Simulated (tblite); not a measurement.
Record of a relaxation.

C₆H₁₆BP.
Numbering: `[BH3-:1][P@H+:2]([CH2:3][CH3:4])[CH:5]1[CH2:6][CH2:7][CH2:8]1` (hydrogens: H9, H10, H11 on B1; H12 on P2; H13, H14 on C3; H15, H16, H17 on C4; H18 on C5; H19, H20 on C6; H21, H22 on C7; H23, H24 on C8)

Computed with GFN2-xTB (tblite), gas phase: L-BFGS steps from a force-field or distance-geometry start until the largest atomic force falls under 0.01 eV/Å. 3 of its 130 geometries are shown.

Step 0: E = -672.2610 eV, largest atomic force 2.623 eV/Å
```
atom  x, y, z in Å  |  force x, y, z in eV/Å
B1      0.847   -1.481   -1.380   -0.431  -0.804   0.079
P2      0.525    0.041   -0.274    0.777  -2.065  -1.418
C3      1.950    0.140    0.847    0.143   0.164   0.536
C4      2.973    1.036    0.181    1.610   0.028   0.599
C5     -1.034   -0.295    0.569   -0.215  -0.041   0.225
C6     -1.937    0.877    0.824   -1.136   1.399   1.541
C7     -2.742    0.610   -0.440   -0.878   0.098   0.596
C8     -2.034   -0.720   -0.495    0.295  -1.359  -1.722
H9      0.296   -2.411   -0.851   -0.105   0.072   0.358
H10     0.342   -1.363   -2.441    0.082   0.343  -0.382
H11     1.985   -1.742   -1.401    0.702   0.268  -0.206
H12     0.469    1.144   -1.137   -0.252   0.379   0.965
H13     2.384   -0.876    0.910   -0.487   0.256   0.090
H14     1.702    0.472    1.860   -0.111   0.082  -0.069
H15     3.628    0.405   -0.456   -0.494   0.667   0.084
H16     2.492    1.822   -0.394    0.241   0.072  -0.062
H17     3.647    1.497    0.956   -0.597  -0.274  -0.768
H18    -0.929   -0.997    1.410    0.437   0.205  -0.273
H19    -1.466    1.874    0.881   -0.289  -0.368   0.350
H20    -2.592    0.639    1.701    0.665   0.722  -0.354
H21    -3.824    0.454   -0.267    0.435   0.713  -0.328
H22    -2.510    1.327   -1.238   -0.330  -0.479   0.104
H23    -1.556   -0.818   -1.493   -0.387  -0.745   0.562
H24    -2.626   -1.614   -0.199    0.326   0.666  -0.509
```

Step 64: E = -673.4430 eV, largest atomic force 0.103 eV/Å
```
atom  x, y, z in Å  |  force x, y, z in eV/Å
B1      1.127   -1.666   -1.601   -0.010  -0.013   0.003
P2      0.545   -0.223   -0.497   -0.042   0.031   0.081
C3      1.696    0.285    0.852   -0.003  -0.009   0.090
C4      2.936    0.991    0.316   -0.023   0.007   0.001
C5     -1.046   -0.418    0.420    0.003   0.009   0.022
C6     -1.738    0.896    0.838    0.072  -0.065   0.035
C7     -2.752    0.698   -0.298    0.029   0.016   0.038
C8     -2.243   -0.734   -0.495    0.057  -0.063   0.014
H9      1.149   -2.606   -0.869   -0.009  -0.051   0.072
H10     0.325   -1.764   -2.471   -0.056  -0.018  -0.064
H11     2.205   -1.351   -1.987    0.083   0.033  -0.051
H12     0.309    1.019   -1.089    0.003   0.041  -0.006
H13     1.989   -0.638    1.361   -0.012  -0.012  -0.001
H14     1.175    0.918    1.576   -0.014  -0.002  -0.029
H15     3.430    0.374   -0.433   -0.011   0.000  -0.001
H16     2.668    1.941   -0.142    0.000  -0.003  -0.027
H17     3.640    1.186    1.124   -0.011  -0.007  -0.028
H18    -0.873   -1.143    1.224    0.017   0.042  -0.051
H19    -1.127    1.798    0.780   -0.049  -0.033   0.018
H20    -2.188    0.833    1.830    0.027   0.034  -0.074
H21    -3.798    0.798   -0.022   -0.022   0.009   0.000
H22    -2.547    1.333   -1.157   -0.011   0.039  -0.025
H23    -1.994   -1.024   -1.514    0.021   0.028  -0.025
H24    -2.904   -1.487   -0.072   -0.037  -0.014   0.007
```

Step 129: E = -673.4557 eV, largest atomic force 0.009 eV/Å
```
atom  x, y, z in Å  |  force x, y, z in eV/Å
B1      1.173   -1.715   -1.526   -0.006   0.006   0.001
P2      0.546   -0.227   -0.501    0.001  -0.003   0.001
C3      1.660    0.357    0.846    0.007   0.005  -0.001
C4      2.929    0.968    0.265    0.003   0.004  -0.002
C5     -1.058   -0.457    0.372    0.001  -0.003  -0.001
C6     -1.729    0.820    0.910    0.002   0.001  -0.003
C7     -2.758    0.741   -0.226   -0.002  -0.002  -0.004
C8     -2.233   -0.651   -0.604    0.001  -0.002  -0.001
H9      1.318   -2.568   -0.701    0.000   0.001   0.001
H10     0.318   -1.961   -2.318    0.005   0.000  -0.001
H11     2.195   -1.362   -2.026    0.004  -0.003  -0.005
H12     0.281    0.997   -1.124   -0.004   0.000  -0.004
H13     1.908   -0.523    1.449    0.002   0.003  -0.001
H14     1.139    1.074    1.486    0.000  -0.002   0.003
H15     3.430    0.248   -0.380   -0.001   0.001   0.007
H16     2.693    1.850   -0.330   -0.005  -0.006   0.002
H17     3.615    1.262    1.057   -0.003  -0.006  -0.001
H18    -0.919   -1.263    1.099   -0.001   0.000   0.003
H19    -1.113    1.718    0.918    0.006   0.002  -0.001
H20    -2.165    0.686    1.899   -0.001   0.001   0.000
H21    -3.801    0.783    0.082   -0.002  -0.003   0.004
H22    -2.592    1.484   -1.003   -0.005   0.005   0.001
H23    -1.949   -0.780   -1.648    0.004   0.002  -0.002
H24    -2.901   -1.461   -0.321   -0.003   0.001   0.004
```

Task: Summarise the path.

Result: The energy falls by 1.1947 eV from step 0 to step 129; nine tenths of that is first reached at step 22. It falls at every step. The largest force goes from 2.623 to 0.009 eV/Å. Among the bonds C5–C6 changes most, from 1.500 to 1.540 Å; the atoms move by 0.483 Å rms after alignment.

Task: Follow the three bonds and two angles with the largest change from start to end.

Result: 
| step | E above end (eV) | largest force (eV/Å) | C5–C6 (Å) | C4–H17 (Å) | P2–C5 (Å) | C5–P2–H12 (°) | B1–P2–H12 (°) |
| --- | --- | --- | --- | --- | --- | --- | --- |
| 0 | 1.1947 | 2.623 | 1.500 | 1.126 | 1.804 | 113.6 | 106.1 |
| 6 | 0.3919 | 0.353 | 1.540 | 1.091 | 1.836 | 102.7 | 118.6 |
| 11 | 0.2707 | 0.374 | 1.546 | 1.086 | 1.848 | 99.1 | 125.2 |
| 17 | 0.2002 | 0.204 | 1.543 | 1.091 | 1.847 | 98.0 | 128.5 |
| 22 | 0.1183 | 0.280 | 1.540 | 1.089 | 1.855 | 98.6 | 124.1 |
| 28 | 0.0586 | 0.264 | 1.539 | 1.088 | 1.844 | 100.1 | 121.6 |
| 34 | 0.0400 | 0.089 | 1.537 | 1.089 | 1.837 | 99.6 | 120.8 |
| 39 | 0.0327 | 0.060 | 1.540 | 1.087 | 1.839 | 99.5 | 119.7 |
| 45 | 0.0283 | 0.046 | 1.540 | 1.088 | 1.841 | 99.7 | 119.3 |
| 50 | 0.0259 | 0.045 | 1.539 | 1.088 | 1.841 | 99.8 | 118.6 |
| 56 | 0.0205 | 0.085 | 1.541 | 1.089 | 1.844 | 99.8 | 118.8 |
| 62 | 0.0136 | 0.064 | 1.540 | 1.088 | 1.844 | 99.3 | 118.6 |
| 67 | 0.0104 | 0.036 | 1.540 | 1.089 | 1.845 | 99.1 | 118.4 |
| 73 | 0.0081 | 0.050 | 1.541 | 1.089 | 1.845 | 99.2 | 119.1 |
| 79 | 0.0067 | 0.022 | 1.540 | 1.088 | 1.842 | 99.2 | 119.6 |
| 84 | 0.0064 | 0.017 | 1.540 | 1.089 | 1.842 | 99.3 | 119.6 |
| 90 | 0.0051 | 0.037 | 1.540 | 1.088 | 1.841 | 98.9 | 119.4 |
| 95 | 0.0035 | 0.046 | 1.540 | 1.089 | 1.841 | 98.6 | 119.0 |
| 101 | 0.0028 | 0.017 | 1.540 | 1.088 | 1.841 | 98.7 | 118.8 |
| 107 | 0.0022 | 0.029 | 1.540 | 1.088 | 1.841 | 98.7 | 119.1 |
| 112 | 0.0012 | 0.029 | 1.541 | 1.089 | 1.841 | 98.8 | 119.2 |
| 118 | 0.0006 | 0.018 | 1.540 | 1.088 | 1.840 | 99.0 | 119.5 |
| 123 | 0.0002 | 0.018 | 1.540 | 1.088 | 1.841 | 99.1 | 120.0 |
| 129 | 0.0000 | 0.009 | 1.540 | 1.089 | 1.840 | 98.9 | 120.2 |

The cost below is that of the whole relaxation. The run took 1.8 s on one thread of an Arm Neoverse N1, shared host with 64 logical CPUs at a one-minute load of 56.
